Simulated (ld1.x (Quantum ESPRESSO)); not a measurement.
sulfur (S): variants of one TM potential

Base potential:

```json
{
  "Element": "S",
  "Generator": "ld1.x (Quantum ESPRESSO) 7.5",
  "Type": "norm-conserving Troullier–Martins (Kleinman–Bylander form)",
  "Functional": "PW91",
  "Relativity": "scalar-relativistic",
  "Frozen core": "[Ne]",
  "Valence charge": "6",
  "Reference configuration": "3s2 3p2 (charge +2)",
  "Partial waves": "3p (bound): rc 1.40 bohr; 3s (bound): rc 1.25 bohr",
  "Local potential": "the s channel",
  "Core correction": "Bessel-smoothed model core inside 1.25 bohr"
}
```

All-electron outer shells of the reference configuration (PW91, scalar-relativistic, ld1.x):

```csv
shell,level (eV),outermost node (bohr),outermost maximum (bohr)
3s,-39.46,0.60,1.37
3p,-28.05,0.57,1.50
```

Cutoffs, loose and tight: the cutoffs (Ry, on a coarse ladder) from which the occupation-weighted sum of valence levels, in a spherical-Bessel basis at the reference potential, stays within 10 and 1 mRy of its value at 400 Ry. They do not see the model core or the augmentation charge, which bear on the density cutoff. Test errors are all-electron minus pseudo excitation energies from the reference, over the configurations 3s2 3p4; 3s2 3p3; 3s2 3p1; 3s1 3p5; 3s2 3p4.3; 3s2 3p0; 3s2 3p3.5. A dash means not determined; rows that change the core or the reference have their own tests.

```csv
change,outcome,"cutoff, loose","cutoff, tight",bound ghosts,largest test error (meV)
base,generated,45 Ry,70 Ry,none,+95
wave 3s (bound): rc 1.25 bohr becomes 3s (bound): rc 0.82 bohr,generated,over 300 Ry,over 300 Ry,none,+343
wave 3s (bound): rc 1.25 bohr becomes 3s (bound): rc 1.00 bohr,generated,90 Ry,230 Ry,none,+135
wave 3s (bound): rc 1.25 bohr becomes 3s (bound): rc 1.40 bohr,generated,45 Ry,70 Ry,none,+93
wave 3s (bound): rc 1.25 bohr becomes 3s (bound): rc 1.62 bohr,generated,40 Ry,60 Ry,none,+108
wave 3s (bound): rc 1.25 bohr becomes 3s (bound): rc 1.86 bohr,generated,30 Ry,50 Ry,none,+163
```

(1) What comes out with this change to the base: wave 3s (bound): rc 1.25 bohr becomes 3s (bound): rc 1.22 bohr?

Answers

(1) outcome: generated; cutoff, loose: 45 Ry; cutoff, tight: 100 Ry; bound ghosts: none; largest test error (meV): +97.

Reading the sweep of the s radius (base included, trends over the rows without a ghost): The loose cutoff falls from 90 Ry at 1 to 30 Ry at 1.86 bohr. A larger radius leaves more room for a smooth pseudo-wave, so fewer plane waves are needed; a smaller one forces it to follow the all-electron wave where it bends sharply. The median size of the test errors (rows with all tests solved) is not monotonic: lowest 24.3 meV at 1.4 bohr, highest 80.8 meV at 0.82 bohr.
